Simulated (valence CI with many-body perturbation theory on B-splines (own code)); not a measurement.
# Nd XLVII: calculated level list

Computed by relativistic CI+MBPT: four valence electrons over a frozen Dirac-Fock core [Ne], a basis of 11 s, 11 p, 9 d, 7 f, 5 g, 2 h, 1 i functions for each j, with the one-electron correlation potential Σ1 (screened to all orders), the two-electron term Σ2, the three-electron term Σ3, Breit, model QED; selected single and double excitations, second order for the rest (own B-spline code, finite nucleus).

The last digits are not significant, and no measured levels were compared; by estimate large intervals hold to a few tenths of a per cent, small ones and those within an open d or f shell to about a per cent.

Levels 1 to 45 of 64, with energies above the lowest level, (3s^2 3p1/2^2) J=0. "Leading %" is the weight of the configuration and term that name the level; weights of strongly mixed levels are sums over their largest components and can fall short. In the jj column 3d3/2^4 stands for four electrons in 3d with j = 3/2. Lifetimes count E1, E2, E3, M1 and M2 decay at the calculated energies, and are blank where another channel may lead or the interval is too uncertain; long ones can be off by a factor of two.

| No. | Configuration | Term | J | E (× 10³ cm⁻¹) | Leading % | Lifetime | Leading jj |
| --- | --- | --- | --- | --- | --- | --- | --- |
| 1 | 3s²3p² | ³P | 0 | 0.00 | 71 |  | 3s^2 3p1/2^2 (99 %) |
| 2 | 3s²3p² | ³P | 1 | 1004.7 | 99 | 77.8 ns | 3s^2 3p1/2 3p3/2 (99 %) |
| 3 | 3s²3p² | ¹D | 2 | 1063.7 | 62 | 11.6 μs | 3s^2 3p1/2 3p3/2 (99 %) |
| 4 | 3s3p³ | ³P° | 2 | 1976.7 | 43 | 76.3 ps | 3s 3p1/2^2 3p3/2 (94 %) |
| 5 | 3s²3p² | ³P | 2 | 2111.3 | 62 | 44.2 ns | 3s^2 3p3/2^2 (98 %) |
| 6 | 3s3p³ | ³D° | 1 | 2157.5 | 37 | 5.19 ps | 3s 3p1/2^2 3p3/2 (83 %) |
| 7 | 3s²3p² | ¹S | 0 | 2238.9 | 70 | 34.0 ns | 3s^2 3p3/2^2 (98 %) |
| 8 | 3s²3p3d | ³F° | 2 | 2364.8 | 73 | 258 ps | 3s^2 3p1/2 3d3/2 (98 %) |
| 9 | 3s²3p3d | ³D° | 1 | 2617.9 | 48 | 941 fs | 3s^2 3p1/2 3d3/2 (84 %) |
| 10 | 3s²3p3d | ³P° | 2 | 2693.5 | 35 | 13.0 ps | 3s^2 3p1/2 3d5/2 (82 %) |
| 11 | 3s²3p3d | ³F° | 3 | 2710.9 | 52 | 17.2 ps | 3s^2 3p1/2 3d5/2 (91 %) |
| 12 | 3s3p³ | ³D° | 2 | 2983.3 | 48 | 4.69 ps | 3s 3p1/2 3p3/2^2 (80 %) |
| 13 | 3s3p³ | ³D° | 3 | 3068.2 | 87 | 9.47 ps | 3s 3p1/2 3p3/2^2 (87 %) |
| 14 | 3s3p³ | ³P° | 0 | 3138.5 | 88 | 6.60 ps | 3s 3p1/2 3p3/2^2 (88 %) |
| 15 | 3s3p³ | ³P° | 1 | 3218.0 | 40 | 3.84 ps | 3s 3p1/2 3p3/2^2 (83 %) |
| 16 | 3s3p³ | ¹D° | 2 | 3236.2 | 56 | 2.68 ps | 3s 3p1/2 3p3/2^2 (72 %) |
| 17 | 3s3p³ | ³S° | 1 | 3300.5 | 36 | 1.30 ps | 3s 3p1/2 3p3/2^2 (94 %) |
| 18 | 3s3p²3d | ⁵F | 1 | 3358.5 | 47 | 35.9 ps | 3s 3p1/2^2 3d3/2 (96 %) |
| 19 | 3s3p²3d | ³D | 2 | 3398.8 | 27 | 37.0 ps | 3s 3p1/2^2 3d3/2 (92 %) |
| 20 | 3s²3p3d | ³F° | 3 | 3605.6 | 37 | 1.65 ps | 3s^2 3p3/2 3d3/2 (88 %) |
| 21 | 3s²3p3d | ³D° | 2 | 3610.1 | 42 | 920 fs | 3s^2 3p3/2 3d3/2 (75 %) |
| 22 | 3s²3p3d | ³P° | 1 | 3616.6 | 49 | 1.14 ps | 3s^2 3p3/2 3d3/2 (85 %) |
| 23 | 3s²3p3d | ³P° | 0 | 3626.8 | 88 | 1.31 ps | 3s^2 3p3/2 3d3/2 (88 %) |
| 24 | 3s3p²3d | ³D | 3 | 3679.1 | 28 | 10.8 ps | 3s 3p1/2^2 3d5/2 (93 %) |
| 25 | 3s²3p3d | ³F° | 4 | 3693.1 | 99 | 94.5 ns | 3s^2 3p3/2 3d5/2 (99 %) |
| 26 | 3s²3p3d | ³P° | 2 | 3724.7 | 42 | 26.9 ps | 3s^2 3p3/2 3d5/2 (88 %) |
| 27 | 3s3p²3d | ³F | 2 | 3762.6 | 28 | 9.91 ps | 3s 3p1/2^2 3d5/2 (87 %) |
| 28 | 3s²3p3d | ³D° | 3 | 3914.1 | 50 | 3.04 ps | 3s^2 3p3/2 3d5/2 (90 %) |
| 29 | 3s²3p3d | ¹P° | 1 | 3962.4 | 63 | 4.52 ps | 3s^2 3p3/2 3d5/2 (93 %) |
| 30 | 3p⁴ | ³P | 2 | 4188.2 | 30 | 5.83 ps | 3s 3p1/2 3p3/2 3d3/2 (48 %) |
| 31 | 3s3p²3d | ⁵D | 0 | 4242.6 | 66 | 25.1 ps | 3s 3p1/2 3p3/2 3d3/2 (85 %) |
| 32 | 3s3p²3d | ⁵D | 1 | 4262.7 | 55 | 48.7 ps | 3s 3p1/2 3p3/2 3d3/2 (98 %) |
| 33 | 3s3p³ | ³P° | 2 | 4265.4 | 46 | 1.75 ps | 3s 3p3/2^3 (88 %) |
| 34 | 3s3p²3d | ⁵F | 3 | 4291.7 | 47 | 41.8 ps | 3s 3p1/2 3p3/2 3d3/2 (92 %) |
| 35 | 3s3p²3d | ⁵F | 2 | 4297.3 | 30 | 4.08 ps | 3s 3p1/2 3p3/2 3d3/2 (61 %) |
| 36 | 3p⁴ | ¹S | 0 | 4339.0 | 38 | 3.16 ps | 3p1/2^2 3p3/2^2 (62 %) |
| 37 | 3s3p²3d | ⁵F | 4 | 4385.1 | 32 | 102 ps | 3s 3p1/2 3p3/2 3d3/2 (85 %) |
| 38 | 3s3p³ | ¹P° | 1 | 4452.9 | 41 | 899 fs | 3s 3p3/2^3 (93 %) |
| 39 | 3s3p²3d | ³F | 2 | 4475.7 | 63 | 3.37 ps | 3s 3p1/2 3p3/2 3d3/2 (78 %) |
| 40 | 3s3p²3d | ⁵D | 4 | 4486.3 | 49 | 495 ps | 3s 3p1/2 3p3/2 3d5/2 (97 %) |
| 41 | 3s3p²3d | ⁵P | 3 | 4501.1 | 35 | 1.97 ps | 3s 3p1/2 3p3/2 3d3/2 (71 %) |
| 42 | 3s3p²3d | ⁵P | 2 | 4539.3 | 32 | 1.40 ps | 3s 3p1/2 3p3/2 3d3/2 (82 %) |
| 43 | 3s3p²3d | ⁵P | 1 | 4542.2 | 38 | 1.56 ps | 3s 3p1/2 3p3/2 3d3/2 (93 %) |
| 44 | 3s3p²3d | ³G | 3 | 4581.1 | 52 | 2.15 ps | 3s 3p1/2 3p3/2 3d3/2 (96 %) |
| 45 | 3s3p²3d | ³D | 1 | 4589.0 | 29 | 1.64 ps | 3s 3p1/2 3p3/2 3d3/2 (74 %) |

The ionisation energy to 3s²3p ²P°1/2 of the next ion comes out as 3892.8 eV (NIST: 3891 ± 4 eV (theoretical)). All 64 levels together are meant to be complete up to 5164.7 × 10³ cm⁻¹.
